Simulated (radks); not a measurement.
Question: The mean radii <r> (bohr) of the occupied orbitals of an atom or ion are listed with their occupations. All-electron calculation, Dirac Kohn-Sham, BLYP, spin-unpolarised, spherical densities, point nucleus. Program: a radial shooting solver on a logarithmic mesh with Libxc functionals.

orbital  occ.      <r>
1s1/2       2  0.01686
2s1/2       2  0.07044
2p1/2       2  0.05798
2p3/2       4  0.06653
3s1/2       2   0.1833
3p1/2       2   0.1736
3p3/2       4   0.1893
3d3/2       4   0.1648
3d5/2       6   0.1696
4s1/2       2   0.4069
4p1/2       2   0.4094
4p3/2       4   0.4435
4d3/2       4   0.4520
4d5/2       6   0.4632
5s1/2       2   0.9273
4f5/2       6   0.4953
4f7/2       8   0.5023
5p1/2       2    1.003
5p3/2       4    1.103
5d3/2       4    1.575
5d5/2       6    1.663
6s1/2       1    2.877

Name the element and its charge. Open shells, if any, fill j = l - 1/2 first.

Answer: Z = 79, gold, charge 0: Au in [Xe] 4f14 5d10 6s1. The 1s radius gives Z: for a bare nucleus <r> = (2 gamma + 1)/(2Z) with gamma = sqrt(1 - (Z/c)^2), 0.01667 bohr for Z = 79, and screening makes it slightly larger (0.01686 here). The occupations add up to 79, and the charge is Z minus that.
